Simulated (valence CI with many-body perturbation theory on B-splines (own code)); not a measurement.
## Hf⁶⁷⁺: what the settings do

Calculated by relativistic CI+MBPT: three valence electrons over a frozen Dirac-Fock core [He], a basis of 6 s, 6 p, 5 d, 3 f, 1 g functions for each j, with the one-electron correlation potential Σ1 (screened to all orders), the two-electron term Σ2, the three-electron term Σ3, Breit, model QED; selected single and double excitations, second order for the rest, scaled by the run's own slope (own B-spline code, finite nucleus).

The last digits are not significant, and no measured levels were compared; by estimate large intervals hold to a few tenths of a per cent, small ones and those within an open d or f shell to about a per cent.

The reference run has the lowest level (2s^2 2p1/2) J=1/2 and an ionisation energy of 17670.7 eV. Its largest variational space holds 3402 state functions.

Levels are named by their leading jj configuration (3d3/2^4 stands for four electrons in 3d with j = 3/2), which in mixed levels can hold well under half, so a name can repeat and another be missing. Letters in brackets count levels of one name in rising energy.

Changed runs:
A. correlating orbitals by l 3 3 3 2 1 → 3 4 5 4 2
B. Breit term on → off
C. shift of the energy in Σ1 (hartree) 0 → 27.222
D. correlating orbitals by l 3 3 3 2 1 → 0 0 0 0 0 (bad on purpose)

Excitation energies of the reference run in cm⁻¹, and shifts in cm⁻¹:

```tsv
Level	Reference	A	B	C	D
(2s 2p1/2^2) J=1/2	2086300	+6.3	-147072	-14	+1341
(2s^2 2p3/2) J=3/2	10413000	-16	+145878	+11	-1543
(2s 2p1/2 2p3/2) J=3/2 [a]	11880100	+91	+9573	-3.4	-4599
(2s 2p1/2 2p3/2) J=5/2	12203500	-74	+88975	-3.4	-1544
(2s 2p1/2 2p3/2) J=1/2	12768000	-45	+4649	-3.4	+1654
(2s 2p1/2 2p3/2) J=3/2 [b]	12784600	-110	+49589	-3.3	+2823
(2p1/2^2 2p3/2) J=3/2	14953000	-89	-110173	-17	+4336
(2s 2p3/2^2) J=5/2	22436900	+0.8	+199557	+7.6	-4192
(2s 2p3/2^2) J=1/2	23289300	-83	+120127	+7.7	+1277
(2s 2p3/2^2) J=3/2	23294900	-87	+173512	+7.6	+1867
(2p1/2 2p3/2^2) J=3/2	24981600	-22	+34722	-6.7	-1317
(2p1/2 2p3/2^2) J=5/2	25163900	-157	+111083	-6.7	+2252
Ionisation energy (eV)	17670.7	+0.0056	+30.2	+0.0042	-1.1
```
